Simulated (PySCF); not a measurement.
Work out the structure from these simulated measurements.

Formula: C3H6B2Cl2F2.

- UV, strongest line: among the 10 lowest singlet transitions: S3 at 6.99 eV (177 nm, f = 0.107) [TDDFT wB97X-D/def2-SVPD]
- Triplet: lowest triplet excitation (Tamm–Dancoff): 5.56 eV [TDA wB97X-D/def2-SVPD]
- Valence photoelectron: vertical ionisation energy: 11.15 eV [ΔSCF wB97X-D/def2-SVPD]
- 13C NMR: chemical shifts (computed TMS as zero) by class: 41.8 (1 C), 23.7 (1 C), 17.9 (1 C) ppm [GIAO PBE0/pcSseg-1]
- Polarisability: 88.1 au [wB97X-D/def2-SVPD]
- Rotational structure: rotational constants A, B, C: 1.238, 0.826, 0.645 GHz [PBE0-D3(BJ)/def2-SVP]
- 1H NMR: chemical shifts (computed TMS as zero) by class: 2.03 (1 H), 1.94 (1 H), 1.43 (1 H), 0.97 (3 H) ppm [GIAO PBE0/pcSseg-1]
- NMR, other nuclei: isotropic shieldings of nuclei other than C and H, by class: 37 (1 B), 73 (1 B), 236 (2 F), 657 (2 Cl) ppm [GIAO PBE0/pcSseg-1]

Gas-phase values; electronic properties from PySCF, density fitting. Levels stand in brackets. Isolated species at its PBE0-D3(BJ)/def2-SVP geometry (one conformer only). NMR classes are plain means over equivalent atoms (diastereotopic ones count apart unless rotation or inversion swaps them), as if these changed places fast.

Problem. Propose a structure and show how it fits.

Solution. Numbering: `[CH3:1][CH2:2][C@H:3]([B:4]([F:5])[F:6])[B:7]([Cl:8])[Cl:9]`. 3 carbons fall into 3 classes; from least to most shielded: sp3 carbon bound to boron [C3] (41.8 ppm), chain CH2 carbon [C2] (23.7 ppm), methyl carbon [C1] (17.9 ppm). Hydrogen classes from least to most shielded: 1 H on a chain CH2 carbon, C2 (2.03 ppm), 1 H on an sp3 carbon bound to boron, C3 (1.94 ppm), 1 H on a chain CH2 carbon, C2 (1.43 ppm), 3 H on a methyl carbon, C1 (0.97 ppm). The other shieldings belong to: 37 ppm, three-coordinate boron [B7]; 73 ppm, three-coordinate boron [B4]; 236 ppm, boron-bound fluorine [F5/F6]; 657 ppm, chlorine bonded to B [Cl8/Cl9]. The first electron is taken from the HOMO, whose largest Löwdin shares are 0.36 on a chlorine bonded to B, 0.18 on the sp3 carbon bound to boron, 0.11 on a three-coordinate boron and 0.08 on the chain CH2 carbon. The optimised geometry has point group C1 and is an asymmetric top. Structure: `CC[C@H](B(F)F)B(Cl)Cl`. The assignments are read from this structure; whether some other isomer fits the data as well wasn't checked. The mirror image fits equally.

Conformer computed: `[CH3:1][CH2:2][C@H:3]([B:4]([F:5])[F:6])[B:7]([Cl:8])[Cl:9]`: C1–C2–C3–B4 -66°, C2–C3–B4–F5 150°, C2–C3–B7–Cl8 24°.
